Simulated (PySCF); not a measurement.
Species: C4H10AlB.
SMILES with atom numbers: `[BH2:1][C@H:2]1[CH2:3][CH2:4][CH2:5][AlH:6]1` (hydrogens: H7, H8 on B1; H9 on C2; H10, H11 on C3; H12, H13 on C4; H14, H15 on C5; H16 on Al6)

Computed, not measured: TDDFT B3LYP/def2-SVPD, vertical, gas phase, core orbitals frozen in the response (PySCF 2.14.0, density-fitted response routines). One conformer (not necessarily the lowest) at the PBE0-D3(BJ)/def2-SVP geometry, without solvent, vibrations or thermal averaging.

Problem. What does the calculation give for the low-lying excited states?

Solution. 

```
state  E (eV)  E (kJ/mol)  λ (nm)       f  |μ| (D)  main configurations (H = HOMO, L = LUMO)
   S1    4.37         421   284.0   0.015     0.96                                 H→L (97%)
   S2    4.78         461   259.6  0.0017     0.31                               H-1→L (98%)
   S3    5.51         532   224.9  0.0004     0.14                               H-2→L (97%)
   S4    5.97         576   207.6  0.0084     0.61                   H-3→L (80%), H→L+1 (9%)
   S5    6.23         601   198.9  0.0052     0.47                  H→L+2 (52%), H→L+1 (38%)
   S6    6.34         612   195.5   0.116     2.19                  H→L+2 (41%), H→L+1 (40%)
```

The lowest singlet comes at 284 nm (421 kJ/mol) in the ultraviolet; it is weak; its leading configuration is HOMO→LUMO (97%). The most intense listed level is S6 at 6.34 eV (196 nm, f = 0.116), 1.98 eV above S1. It is the last of those listed, so stronger ones may follow. Löwdin shares by element: HOMO carbon 49% or more, aluminium 15%, boron 13% (atoms not listed hold the other 23%); LUMO aluminium 44%, boron 13%, carbon 12% or more, hydrogen 9% or more (atoms not listed hold the other 21%). Of the 6 states listed, 2 reach f = 0.01 and 1 stays under 0.0005. The listed states span 1.98 eV, and the widest gap between neighbours is 0.74 eV (S2 to S3). Orbital energies (eV): HOMO-3 -8.88, HOMO-2 -8.41, HOMO-1 -7.68, HOMO -7.20, LUMO -1.84, LUMO+1 -0.22, LUMO+2 -0.08. Only the lowest 6 singlets were computed, as vertical energies without vibronic structure.

The run took 44 s on one thread, Arm Neoverse N1, no GPU, shared host.
